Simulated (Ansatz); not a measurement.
Mulliken charges of CH5AsSe (`C[Se][AsH2]`) from r2SCAN/def2-TZVPP in Ansatz (PBE0-D4/def2-TZVP geometry).

```
atom   x (Å)   y (Å)   z (Å)  charge (e)
  C1  -0.700   1.226  -0.467      -0.217
 Se2  -0.090   0.257   1.115      -0.149
 As3   0.877  -1.567  -0.049       0.089
  H4  -1.194   2.125  -0.097       0.093
  H5   0.145   1.508  -1.091       0.098
  H6  -1.412   0.627  -1.031       0.098
  H7   2.186  -1.580   0.730      -0.006
  H8   0.280  -2.653   0.836      -0.006
```

Problem. By hand: the dipole of these point charges (1 e Å = 4.8032 D).

Solution. Σ q r = (-0.007, -0.012, -0.296) e Å, of length 0.296 e Å = 1.42 D.

Problem. How does the dipole of the full density compare? (An estimate is asked.)

Solution. Computed: (-0.024, 0.029, -0.208) e Å, 1.02 D; the point charges give 1.39 times that, at 11° from its direction.

Point charges leave out the atoms' own dipoles, such as those of lone pairs, and Mulliken's split depends on the basis, so the two needn't agree.
